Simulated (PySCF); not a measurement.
An unknown is described by computed data only.

Formula: C3H7BF2O3.

* 13C NMR: chemical shifts (computed TMS as zero) by class: 119.5 (1 C), 52.3 (2 C) ppm [GIAO CAM-B3LYP/pcSseg-1]
* Rotational structure: rotational constants A, B, C: 2.152, 1.058, 0.797 GHz [PBE0-D3(BJ)/def2-SVP]
* Couplings: largest of the computed one-bond spin–spin couplings (means over like bonds): 19F–13C -317.8 (×2), 13C–1H +224.7, 13C–1H +149.5 (×6), 17O–11B -24.0 (×2), 17O–11B -22.1 Hz [B3LYP/pcJ-1, spin–dipole term left out for some pairs]
* Dipole: 2.96 D [CAM-B3LYP/def2-SVPD]
* Triplet: lowest triplet excitation (Tamm–Dancoff): 7.78 eV [TDA CAM-B3LYP/def2-SVPD]
* 1H NMR: chemical shifts (computed TMS as zero) by class: 6.47 (1 H), 3.78 (6 H) ppm [GIAO CAM-B3LYP/pcSseg-1]
* UV, first state: lowest singlet excitation: 7.92 eV (156 nm, f = 0.000) [TDDFT CAM-B3LYP/def2-SVPD]

Gas-phase values; electronic properties from PySCF, density fitting. Levels stand in brackets. Geometry: PBE0-D3(BJ)/def2-SVP, one conformer, isolated molecule. NMR values are class means; diastereotopic atoms form classes of their own.

Task: Give a SMILES that accounts for the data.

Result: Numbering: `[CH3:1][O:2][B:3]([O:4][CH3:5])[O:6][CH:7]([F:8])[F:9]`. 3 carbons fall into 2 classes; from least to most shielded: CHF2 carbon [C7] (119.5 ppm), methoxy carbon [C1/C5] (52.3 ppm, 2 C). Hydrogen classes from least to most shielded: 1 H on a CHF2 carbon, C7 (6.47 ppm), 6 H on 2 methoxy carbons, C1/C5 (3.78 ppm, a mean of values up to 0.8 ppm apart in this geometry). The couplings run between: -317.8 Hz, fluorine of a CF2 group [F8] and CHF2 carbon [C7] (with 1 like pair); +224.7 Hz, CHF2 carbon [C7] and its hydrogen; +149.5 Hz, methoxy carbon [C1] and its hydrogen (with 5 like pairs); -24.0 Hz, boron-bound oxygen [O2] and three-coordinate boron [B3] (with 1 like pair); -22.1 Hz, boron-bound oxygen [O6] and three-coordinate boron [B3]. The optimised geometry has point group C1 and is an asymmetric top. Structure: `COB(OC)OC(F)F`. The assignments are read from this structure; whether some other isomer fits the data as well wasn't checked.

Conformer computed: `[CH3:1][O:2][B:3]([O:4][CH3:5])[O:6][CH:7]([F:8])[F:9]`: C1–O2–B3–O4 3°, O2–B3–O4–C5 180°, O2–B3–O6–C7 5°, B3–O6–C7–F8 -153°.
